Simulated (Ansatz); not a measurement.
GeH7NO3Si, SMILES `[OH][GeH2][NH][SiH](O)O`, relaxed with RKS PBE0-D4/def2-TZVP in Ansatz 0.2.0 from a GFN2-xTB geometry. The force threshold is 0.005 eV/Å; the program also tests the step.

The species carries charge 0 and has multiplicity 1.

Start:

```xyz
13

O     1.881   -1.320    0.068
Ge    1.624    0.163   -0.817
N     0.185    0.955   -0.068
Si   -1.342    0.151    0.085
O    -2.224    1.082    1.074
O    -1.130   -1.302    0.774
H     1.956   -1.226    1.017
H     2.802    1.091   -0.676
H     1.435   -0.375   -2.205
H     0.128    1.957   -0.116
H    -2.023   -0.005   -1.200
H    -2.889    0.662    1.610
H    -0.404   -1.833    0.453
```

```
         step  energy (eV)  largest force (eV/Å)  largest move (Å)
            1  -72130.7582                 0.790             0.000
            2  -72130.8383                 0.378             0.053
            3  -72130.8606                 0.151             0.057
            4  -72130.9035                 0.462             0.191
            5  -72130.9237                 0.221             0.075
 6 (rejected)  -72130.8682                 1.958             0.198
            7  -72130.9474                 0.157             0.099
            8  -72130.9623                 0.525             0.097
            9  -72130.9843                 0.293             0.150
           10  -72130.9948                 0.234             0.200
           11  -72131.0002                 0.373             0.137
           12  -72131.0094                 0.172             0.099
13 (rejected)  -72131.0091                 0.184             0.051
           14  -72131.0118                 0.026             0.025
           15  -72131.0121                 0.015             0.019
           16  -72131.0122                 0.045             0.007
           17  -72131.0124                 0.023             0.021
           18  -72131.0124                 0.017             0.014
           19  -72131.0124                 0.006             0.005
           20  -72131.0124                 0.003             0.004
```

End:

```xyz
13

O     1.784   -1.242    0.426
Ge    1.603    0.075   -0.785
N     0.058    0.970   -0.410
Si   -1.405    0.163   -0.024
O    -1.890    0.805    1.409
O    -1.094   -1.440   -0.012
H     2.029   -0.912    1.294
H     2.776    1.065   -0.688
H     1.526   -0.698   -2.102
H     0.160    1.932   -0.124
H    -2.499    0.332   -1.006
H    -2.804    0.660    1.659
H    -0.244   -1.710    0.364
```

Hardware: 2 threads of an AMD EPYC 7R13 on a shared host and a share of an NVIDIA H100 80 GB. Wall time 64 s, peak host memory 0.93 GiB.
